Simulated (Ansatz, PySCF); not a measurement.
Dimer: HF (SMILES F) (first 2 atoms) with HCl (SMILES Cl); geometry from B3LYP-D3(BJ)/def2-TZVP.
(charge 0, multiplicity 1):
| atom | x (Å) | y (Å) | z (Å) |
|---|---|---|---|
| F | -0.0125 | -0.0839 | -0.1391 |
| H | 0.1544 | 0.1338 | 0.7509 |
| Cl | -0.0257 | 0.4808 | 3.0074 |
| H | -1.2403 | 0.0634 | 2.9886 |

Interaction energies are E(AB) − E(A) − E(B) at the monomers' geometry in the complex; basis-set methods are counterpoise corrected.

Cores are frozen in the correlated methods. CBS(a, b) extrapolates the correlation energy as X⁻³ and adds the Hartree–Fock energy of set b.

Programs: Ansatz (Gaussian basis) for Hartree–Fock, density functionals and correlated methods; PySCF for the dispersion terms. Values without a source in brackets are computed.

PBE/def2-TZVPPD gives -14.1 kJ/mol for the interaction energy.

### Question
Where do these levels fall relative to PBE: PBE-D3(BJ)/def2-TZVPPD, r2SCAN/def2-TZVPPD, B3LYP/def2-TZVPPD, wB97M-V/def2-TZVPPD, B2PLYP/def2-TZVPPD, MP2/CBS(aug-cc-pV(T+d)Z, aug-cc-pV(Q+d)Z), CCSD(T)/CBS(aug-cc-pV(T+d)Z, aug-cc-pV(Q+d)Z).

### Answer
PBE-D3(BJ)/def2-TZVPPD -1.8; r2SCAN/def2-TZVPPD -0.1; B3LYP/def2-TZVPPD 2.9; wB97M-V/def2-TZVPPD 1.2; B2PLYP/def2-TZVPPD 2.7; MP2/CBS(aug-cc-pV(T+d)Z, aug-cc-pV(Q+d)Z) 1.3; CCSD(T)/CBS(aug-cc-pV(T+d)Z, aug-cc-pV(Q+d)Z) 1.4 kJ/mol. 5 of 7 lie above PBE; the widest gap is to B3LYP/def2-TZVPPD.

Ansatz is a quantum-chemistry and plane-wave program.
